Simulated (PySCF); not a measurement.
# Radial density of C⁺ (carbon, charge +1)

PBE0, [He] 2s2 2p1, 2P determinant. Computed with PySCF 2.14 in aug-cc-pVDZ (4s3p2d, 23 functions), with no relativity, point nucleus.

| r (bohr) | 4πr²ρ (e/bohr) | 4πr²(ρα − ρβ) |
| --- | --- | --- |
| 0.00555 | 0.04617 | 0.0000 |
| 0.00933 | 0.1254 | 0.0000 |
| 0.0157 | 0.3276 | 0.0001 |
| 0.0264 | 0.8172 | 0.0003 |
| 0.0444 | 1.864 | 0.0008 |
| 0.0747 | 3.690 | 0.0022 |
| 0.126 | 5.736 | 0.0073 |
| 0.211 | 6.012 | 0.0326 |
| 0.355 | 3.380 | 0.1315 |
| 0.598 | 1.388 | 0.3696 |
| 1.01 | 2.017 | 0.6410 |
| 1.69 | 1.480 | 0.4550 |
| 2.85 | 0.2283 | 0.0762 |
| 4.79 | 0.004789 | 0.0031 |
| 8.05 | 1.796e-05 | 0.0000 |
